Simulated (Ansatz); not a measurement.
Hf₂P₂ was relaxed with PBE-D4 (def2-SVP) in Ansatz in these states: neutral quintet, neutral triplet. The geometries follow in no particular order.

In the def2 sets Hf takes a core potential; there is no spin–orbit coupling.

A:

Cartesian coordinates in Å:
```
Hf -0.048 -0.937 1.052
Hf 0.843 0.726 -0.866
P -0.321 1.483 1.136
P -0.474 -1.272 -1.323
```

B:

```xyz
4

Hf   -0.606   -1.175    0.773
Hf   -0.374    1.265   -0.779
P     0.414   -0.966   -1.458
P     0.566    0.877    1.463
```

Question: Judge from the bond lengths which geometry belongs to which state (an estimate).

Answer: A is the neutral triplet (Hf1–Hf2 2.690 Å, Hf1–P3 2.436 Å, Hf2–P3 2.436 Å); B is the neutral quintet (Hf1–Hf2 2.901 Å, Hf1–P3 2.462 Å, Hf2–P3 2.462 Å).

At PBE0-D4/def2-TZVP a broken-symmetry singlet lies 0.11 eV below the neutral triplet. At PBE0-D4/def2-TZVP a broken-symmetry singlet lies 1.27 eV below the neutral quintet. These are the stationary points nearest to one start from a short search; other shapes may lie lower in each state.
